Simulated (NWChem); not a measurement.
Lowest excitation of H4OSi

```xyz
6

Si     0.5275    -0.0898     0.0000
O     -1.0959     0.2835     0.0000
H      0.9203    -0.8819    -1.2089
H      1.2536     1.2083     0.0000
H      0.9203    -0.8819     1.2089
H     -1.7115    -0.4547     0.0000
```
Charge 0, spin multiplicity 1.

All runs are NWChem calculations. The geometry was optimised at PBE0/def2-SVP, a minimum by its harmonic frequencies.

Basis set: aug-cc-pVDZ.

The correlated methods keep 6 core orbitals frozen. B3LYP has NWChem's definition, with VWN1-RPA local correlation. The structure started from a generated list of species. Coupled-cluster values serve here as a point of comparison, not as the truth.

Task: Order these methods by the lowest vertical singlet excitation energy they give, lowest first: CIS, EOM-CCSD, TD-PBE, TD-B3LYP, TD-PBE0.

Result: TD-PBE (6.08 eV), TD-B3LYP (6.59 eV), TD-PBE0 (6.77 eV), EOM-CCSD (7.15 eV), CIS (8.26 eV)
